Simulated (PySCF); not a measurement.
# Hartree-Fock beside MP2: FH2OSi anion

All numbers below are calculated, not measured. The program is PySCF 2.14.0, an open-source quantum chemistry code, run on an isolated molecule that a program drew, which may never have been made. The molecule is FH2OSi anion (charge -1, singlet), drawn as the SMILES string `O[SiH-]F`.

The geometry was optimised and harmonic frequencies were computed with HF and MP2, all in the aug-cc-pV(D+d)Z basis, for the commonest isotopes, with a restricted reference for singlets and an unrestricted one otherwise, and a frozen core in MP2. Each result is a local minimum of its method.

Geometry at the HF minimum:
```xyz
5
FH2OSi anion, angstrom
O    -1.9961   -0.3398    1.2060
Si   -0.8496    0.1035   -0.0196
F    -0.5976   -1.4464   -0.6786
H    -2.7043   -0.8607    0.8651
H    -1.8639    0.5431   -1.1242
```

Lengths of the bonds as drawn, in Å (atoms numbered as above):
| bond | HF | MP2 |
|---|---|---|
| O1-Si2 | 1.736 | 1.780 |
| Si2-F3 | 1.703 | 1.746 |
| O1-H4 | 0.943 | 0.968 |
| Si2-H5 | 1.563 | 1.565 |

Rotational constants, in GHz:
```
constant     HF    MP2
       A  20.47  20.06
       B  8.027  7.508
       C  6.149  5.826
```

Harmonic frequencies in cm^-1, each column in rising order, so a row needn't be the same motion in every method:
| rank | HF | MP2 |
|---|---|---|
| 1 | 243 | 226 |
| 2 | 392 | 362 |
| 3 | 668 | 615 |
| 4 | 719 | 649 |
| 5 | 820 | 752 |
| 6 | 869 | 824 |
| 7 | 1014 | ? |
| 8 | 1813 | 1798 |
| 9 | 4162 | 3813 |

**Estimate the missing MP2 frequency from the HF column.**

A single factor s that minimises the squared misfit of MP2 against s times HF over the other rows is sum(HF x MP2) / sum(HF^2) = 0.9278, with an rms misfit of 45 cm^-1. For rank 7 it gives 0.9278 x 1014 = 941 cm^-1. The calculation gives 954 cm^-1, 13 cm^-1 above the estimate. The drawn bonds are on average 2.0 % longer in MP2 than in HF.
